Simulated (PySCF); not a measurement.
Geometry:
```
atom   x (Å)   y (Å)   z (Å)
 Si1  -0.001  -0.015   0.003
  O2  -0.096   0.460   1.866
  H3  -1.048   0.410   2.052
  H4   0.131   1.404   1.875
  O5   0.102  -0.487  -1.861
  H6  -0.030  -1.450  -1.849
  H7   1.041  -0.350  -2.068
  F8   1.659  -0.043   0.042
  F9  -1.661   0.019  -0.020
 F10   0.050   1.606  -0.352
 F11  -0.050  -1.640   0.343
```

Level of theory: shieldings: GIAO PBE0/pcSseg-1, coordinates at the PBE0-D3(BJ)/def2-SVP level, in PySCF (in vacuum, averaged over atoms made equivalent by symmetry, fast rotation or ring inversion, non-relativistic, a single conformation).

Chemical shifts δ = σref − σ; $^{1}$H (σref 31.27), $^{29}$Si (σref 351.99) against TMS; $^{17}$O (σref 334.56) vs H2O; $^{19}$F (σref 177.25) vs CFCl3, all at this level.

| atoms | nucleus | count | δ (ppm) |
| --- | --- | --- | --- |
| F8/F9/F10/F11 | $^{19}$F | 4 | ? |
| Si1 | $^{29}$Si | 1 | -161.3 |
| O2/O5 | $^{17}$O | 2 | ? |
| H3/H4/H6/H7 | $^{1}$H | 4 | 4.05 |

Question: Complete the table.

Answer: 
- O2/O5: 74.1 ppm, oxygen bonded to Si, 2 H
- F8/F9/F10/F11: -138.9 ppm, fluorine bonded to Si

OH and NH positions are those of a molecule without intermolecular hydrogen bonds; in solution they move with solvent, concentration and temperature, and exchange usually removes their couplings. Unscaled 19F shifts against computed CFCl3 carry errors that often reach 10 to 50 ppm. Experimental scales use liquid or dissolved standards, which lie at an offset from isolated H2O (liquid H2O: subtract about 36 ppm).
